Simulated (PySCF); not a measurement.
**Levels of Nb(28+) from EOM-EA-GCCSD**

Reference: closed-shell Nb(29+), [Ne] 3s2; one electron is added. Calculated with PySCF 2.14, two-component X2C-1e with screened spin-orbit coupling, an even-tempered Gaussian basis (18 s from 1.5 bohr⁻², ratio 2.6; 13 p from 2 bohr⁻², ratio 2.6; 6 d from 2.1 bohr⁻², ratio 2.8; 4 f from 30 bohr⁻², ratio 2.8); frozen 1s2; the 48 highest virtual spinors dropped; of the others 56 kept and the rest restored at second order. No Breit or QED terms. Binding energies in eV.

| level | Koopmans | second order | EOM-CCSD |
| --- | --- | --- | --- |
| 3p1/2 | 1499.9 | 1501.8 | 1501.6 |
| 3p3/2 | 1476.5 | 1478.6 | 1478.6 |
| 3d5/2 | 1366.7 | near a pole | 1362.7 |

Electric-dipole lines between these computed levels:

| lower | upper | ΔE (eV) | vacuum wavelength (nm) |
| --- | --- | --- | --- |
| 3p3/2 | 3d5/2 | 115.83 | 10.70 |

In EOM-CCSD the overlap with the one-orbital guess is low for 3d5/2 (weight 0.82). That can mean mixing with two-particle, one-hole states, where second order and EOM-CCSD lose accuracy, or only a rotation among the degenerate components of the shell; the terms of those configurations are not listed.

For comparison, the ionisation energy of Nb(28+) is 1488 ± 7 eV (semi-empirical (NIST evaluation); NIST Atomic Spectra Database, ionization energies).

Only part of the computed levels is shown.
